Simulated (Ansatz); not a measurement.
Stepwise reaction of `[NH2][Ta]([NH2])(=[O])[OH]` with water, as a gas-phase model of exchange steps in deposition or etching. ΔE in kJ/mol; ΔG adds harmonic PBE0-D4 terms to CCSD(T)/CBS, at 1 bar.

Isolated molecules relaxed with PBE0-D4/def2-TZVP in Ansatz; ΔE leaves out vibrations. CBS: MP2 limit from def2 TZ/QZ plus the TZ coupled-cluster correction, frozen cores. This one scheme is used for every species. Functionals use def2-TZVPP. B3LYP here is the variant with VWN-RPA as its local correlation; programs differ in this. Elements past krypton have def2 core potentials. For Ta outer-core shells are correlated without core-valence functions, which leaves a few kJ/mol of doubt a bond. One conformer a species, not always the lowest.

```csv
step,reaction,PBE-D4,B3LYP-D4,ωB97M-V,CCSD(T)/CBS,ΔG(500 K)
1,`[NH2][Ta]([NH2])(=[O])[OH]` + H₂O → `[NH2][Ta](=[O])([OH])[OH]` + NH₃,-41.4,-43.1,-43.0,-37.2,-35.7
2,`[NH2][Ta](=[O])([OH])[OH]` + H₂O → `[O]=[Ta]([OH])([OH])[OH]` + NH₃,-19.6,-21.8,-22.1,-16.3,-20.2
```

By hand: ΔE of the 2 steps together at CCSD(T)/CBS.

(-37.2) + (-16.3) = -53.5 kJ/mol, or -26.8 kJ/mol a step.

In ΔE each step is higher than the one before. All are downhill at CCSD(T)/CBS. ΔG lies between -35.7 and -20.2 kJ/mol a step. PBE-D4 differs from CCSD(T)/CBS by -4.2 to -3.3 kJ/mol a step. Isolated molecules leave out the surface, adducts and barriers. Largest T1 diagnostic: 0.020.
